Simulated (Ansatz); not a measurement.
Coupled-cluster run, CdFH$_{2}$N (`[NH2][Cd][F]`).

```yaml
crystal:
  periodic: [false, false, false]
  atoms:
    - {symbol: N, position_ang: [0.951470, -0.432277, -0.132920]}
    - {symbol: Cd, position_ang: [-0.714615, 0.656928, 0.040442]}
    - {symbol: F, position_ang: [-2.240950, 1.840264, 0.166336]}
    - {symbol: H, position_ang: [1.174405, -0.893201, 0.742765]}
    - {symbol: H, position_ang: [0.829700, -1.171715, -0.816622]}
basis:
  gaussian: {orbitals: def2-QZVPP}
correlation: {method: ccsd_t}
```

```sh
$ ansatz run in.yaml --threads 2 --pin off --events-out ev --progress --plain --max-ram 20480MiB --backend cuda --devices 0, --max-vram 18GiB
```

Log, shortened:

```
Functional definition: HF
1665 factors; integrals over basis functions are off by at most 8.3e-4 eV
mean field evaluation 1: about -8757.7980 eV, gradient 4.8e1 eV
mean field evaluation 2: about -8758.0129 eV, gradient 4.9e1 eV
mean field evaluation 4: about -8762.1431 eV, gradient 2.5e0 eV
mean field evaluation 8: about -8762.1734 eV, gradient 3.1e-1 eV
mean field -8762.17378446 eV, -322.0039473643 hartree, gradient 6.1e-6 eV, S^2 0.000000; 0 other end points of the search recorded, 0 dependent functions left out
2 core orbitals not correlated: weight in the atoms' cores, before any rotation towards them, 1.000 or more for the frozen orbitals, at most 0.000 for the correlated occupied ones
reference -8762.17378446 eV, -322.0039473643 hartree; 17, 17 occupied and 243, 243 virtual orbitals, 1665 factors
second order -35.84812848 eV of doubles, -0.00000000 eV of singles
cycle   1  -33.96124413 eV  change     1.9e0 eV  update   1.3e-1
cycle   2  -34.70032335 eV  change   -7.4e-1 eV  update   4.7e-2
cycle   3  -34.88597820 eV  change   -1.9e-1 eV  update   2.5e-2
cycle   4  -34.86206085 eV  change    2.4e-2 eV  update   1.0e-2
cycle   5  -34.83762878 eV  change    2.4e-2 eV  update   3.9e-3
cycle   6  -34.84128285 eV  change   -3.7e-3 eV  update   1.7e-3
cycle   7  -34.84312165 eV  change   -1.8e-3 eV  update   4.9e-4
cycle   8  -34.84262439 eV  change    5.0e-4 eV  update   2.7e-4
cycle   9  -34.84250625 eV  change    1.2e-4 eV  update   1.1e-4
cycle  10  -34.84277380 eV  change   -2.7e-4 eV  update   5.3e-5
cycle  11  -34.84261580 eV  change    1.6e-4 eV  update   2.5e-5
cycle  12  -34.84260017 eV  change    1.6e-5 eV  update   9.8e-6
perturbative correction -1.23480036 eV, -0.0453780762 hartree
Total energy: -8798.25118499 eV, -323.3297673795 hartree
```

Run time 3.1 s (2 threads of an AMD EPYC 7R13 on a shared host and a share of an NVIDIA H100 80 GB); peak host memory 1.2 GiB.

Correlation energy per correlated electron: -1.061 eV. T1 diagnostic: 0.0158.
